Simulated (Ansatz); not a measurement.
C$_{2}$H$_{4}$B$_{2}$, SMILES `BB1C=C1`, relaxed with RKS PBE-D4/def2-SVP in Ansatz from a rough embedded geometry. The force threshold is 0.03 eV/Å; the program also tests the step.

Charge 0, multiplicity 1.

Start:

```xyz
8

B     1.312   -0.948   -0.182
B     0.016   -0.038    0.002
C    -0.873    1.039   -0.437
C    -1.176    0.470    0.721
H     1.591   -1.829    0.639
H     2.066   -0.873   -1.127
H    -1.105    1.859   -1.199
H    -1.832    0.319    1.584
```

```csv
step,energy (eV),largest force (eV/Å),largest move (Å)
1,-3480.4755,3.135,0.000
2,-3480.7456,1.133,0.079
3,-3480.8187,0.412,0.087
4,-3480.8836,0.341,0.200
5,-3480.9464,0.713,0.200
6,-3481.0771,0.817,0.200
7,-3481.2188,0.596,0.200
8,-3481.3178,0.367,0.200
9,-3481.3485,0.223,0.200
10,-3481.3534,0.049,0.032
11,-3481.3535,0.007,0.002
```

End:

```xyz
8

B     1.364   -1.006   -0.184
B     0.056   -0.041   -0.007
C    -1.050    0.848   -0.525
C    -1.004    0.667    0.803
H     1.257   -2.210   -0.344
H     2.499   -0.560   -0.163
H    -1.614    1.359   -1.319
H    -1.509    0.943    1.740
```

It took 9.5 s on 2 threads of an Arm Neoverse V2 on a shared host, with 0.13 GiB of host memory at the peak.
